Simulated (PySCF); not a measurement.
**The third ionisation energy along group 11**

All values are computed (PySCF 2.14, energy differences of UHF-based or UKS calculations, no spin-orbit coupling). Values in eV. The last column holds reference values (NIST; (s) semi-empirical, (t) theoretical, else measured). Unmarked ones compare directly (S terms, centres of terms, or small fine structure); those marked * lie between the lowest fine-structure levels and include a spin-orbit shift.

| element | configurations | UHF | CCSD (valence) | CCSD(T) (valence) | PBE | PBE0 | r2SCAN | reference |
| --- | --- | --- | --- | --- | --- | --- | --- | --- |
| Cu (aug-cc-pVDZ-PP with ECP10MDF, ECP) | [Ar] 3d9 → [Ar] 3d8 | 34.051 | 36.173 | 36.257 | 37.049 | 36.633 | 36.127 | 36.841 ± 0.012 * |
| Ag (aug-cc-pVDZ-PP with ECP28MDF, ECP) | [Kr] 4d9 → [Kr] 4d8 | 32.915 | 34.388 | 34.433 | 34.888 | 34.729 | 34.507 | 34.8 ± 0.3 (s) * |
| Au (aug-cc-pVDZ-PP with ECP60MDF, ECP) | [Xe] 4f14 5d9 → [Xe] 4f14 5d8 | 30.865 | 32.253 | 32.302 | 32.875 | 32.700 | 32.513 | 30 ± 1.6 (t) * |

"Valence" correlates the outer s and p shells and, in groups 3 to 12 and the f block, the outer d or f shell, open or full, or the next shell where the ion has no valence electron left; the wider scheme adds the next inner shell.
